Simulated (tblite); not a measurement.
Record of a relaxation.

Compound: C₄H₇FN₃ (charge +1).
Numbering: `[CH3:1][n:2]1[cH:3][c:4]([F:5])[n+:6]([CH3:7])[n:8]1` (hydrogens: H9, H10, H11 on C1; H12 on C3; H13, H14, H15 on C7)
Bond orders are those of one Lewis drawing.

Computed with GFN2-xTB (tblite), gas phase: L-BFGS steps from a force-field or distance-geometry start until the largest atomic force falls under 0.01 eV/Å. 4 of its 31 geometries are shown.

Step 0: E = -685.3037 eV, largest atomic force 2.211 eV/Å
```
atom  x, y, z in Å  |  force x, y, z in eV/Å
C1      2.517    0.338    0.228   -0.346   0.096  -0.959
N2      1.115   -0.018    0.056   -1.588  -0.035   0.206
C3      0.590   -1.212   -0.260   -0.305  -1.328  -0.493
C4     -0.799   -1.093   -0.315   -0.098  -0.539   0.063
F5     -1.727   -2.042   -0.586    1.352   1.695   0.435
N6     -1.056    0.200    0.009    0.782  -0.147   0.227
C7     -2.368    0.829    0.100    0.504   0.876  -0.548
N8      0.111    0.816    0.231   -0.595   0.221  -0.078
H9      3.083   -0.147   -0.615   -0.428   0.566   0.736
H10     2.595    1.456    0.164    0.021  -1.089   0.230
H11     2.916   -0.072    1.169   -0.258   0.344  -0.240
H12     1.088   -2.141   -0.472    0.380   0.197   0.064
H13    -3.165    0.119   -0.187    0.543   0.240   0.361
H14    -2.534    1.301    1.089    0.129  -0.562  -0.441
H15    -2.369    1.673   -0.633   -0.093  -0.534   0.436
```

Step 10: E = -685.6879 eV, largest atomic force 0.093 eV/Å
```
atom  x, y, z in Å  |  force x, y, z in eV/Å
C1      2.441    0.322    0.201   -0.071  -0.015   0.020
N2      1.060   -0.041    0.053    0.008   0.011  -0.007
C3      0.584   -1.262   -0.270    0.038   0.045  -0.002
C4     -0.782   -1.098   -0.296   -0.022  -0.019  -0.027
F5     -1.743   -1.931   -0.561   -0.054  -0.035   0.004
N6     -1.026    0.199    0.011    0.000   0.004  -0.016
C7     -2.306    0.848    0.076    0.006  -0.038   0.025
N8      0.105    0.816    0.222    0.007   0.024  -0.040
H9      3.016   -0.122   -0.612    0.039   0.050   0.068
H10     2.532    1.407    0.180   -0.048  -0.035  -0.001
H11     2.821   -0.047    1.156    0.025   0.010  -0.053
H12     1.194   -2.120   -0.463   -0.002  -0.032   0.012
H13    -3.081    0.120   -0.156   -0.017   0.007  -0.023
H14    -2.476    1.246    1.077    0.055   0.036   0.004
H15    -2.344    1.671   -0.639    0.036  -0.011   0.036
```

Step 20: E = -685.6947 eV, largest atomic force 0.052 eV/Å
```
atom  x, y, z in Å  |  force x, y, z in eV/Å
C1      2.429    0.330    0.204    0.005   0.005  -0.004
N2      1.059   -0.056    0.033    0.003   0.014   0.012
C3      0.580   -1.278   -0.279    0.009  -0.006   0.023
C4     -0.788   -1.113   -0.305    0.014  -0.038  -0.015
F5     -1.756   -1.946   -0.552    0.006  -0.018  -0.001
N6     -1.027    0.187   -0.011    0.044   0.003  -0.011
C7     -2.295    0.852    0.079    0.012  -0.002   0.008
N8      0.104    0.804    0.189    0.026   0.028  -0.006
H9      3.044   -0.084   -0.597   -0.043   0.029  -0.001
H10     2.483    1.418    0.197    0.004  -0.026   0.000
H11     2.814   -0.038    1.157   -0.035  -0.001  -0.002
H12     1.191   -2.142   -0.450   -0.020  -0.014  -0.011
H13    -3.090    0.144   -0.145   -0.014   0.000  -0.023
H14    -2.430    1.247    1.085   -0.002   0.034   0.011
H15    -2.323    1.683   -0.627   -0.010  -0.009   0.020
```

Step 30: E = -685.6955 eV, largest atomic force 0.010 eV/Å
```
atom  x, y, z in Å  |  force x, y, z in eV/Å
C1      2.427    0.332    0.204    0.003  -0.001  -0.003
N2      1.060   -0.057    0.031    0.001   0.001  -0.005
C3      0.582   -1.281   -0.276    0.000  -0.002   0.007
C4     -0.786   -1.116   -0.305    0.004  -0.006  -0.005
F5     -1.751   -1.954   -0.550   -0.002   0.005   0.006
N6     -1.026    0.185   -0.016    0.004  -0.001  -0.008
C7     -2.292    0.853    0.079   -0.001   0.001   0.000
N8      0.104    0.804    0.181    0.001  -0.002   0.005
H9      3.040   -0.073   -0.600   -0.001   0.006  -0.002
H10     2.478    1.419    0.204    0.000  -0.006   0.008
H11     2.807   -0.042    1.157    0.003  -0.004  -0.005
H12     1.186   -2.149   -0.449    0.002   0.007   0.005
H13    -3.090    0.148   -0.146   -0.008   0.003  -0.002
H14    -2.421    1.251    1.086   -0.006   0.001   0.004
H15    -2.321    1.686   -0.624    0.001  -0.003  -0.004
```

Task: Summarise the path.

Result: The energy falls by 37.80 kJ/mol from step 0 to step 30; nine tenths of that is first reached at step 6. It falls at every step. The largest force goes from 2.211 to 0.010 eV/Å. Among the bonds C4–F5 changes most, from 1.354 to 1.300 Å; the atoms move by 0.087 Å rms after alignment.
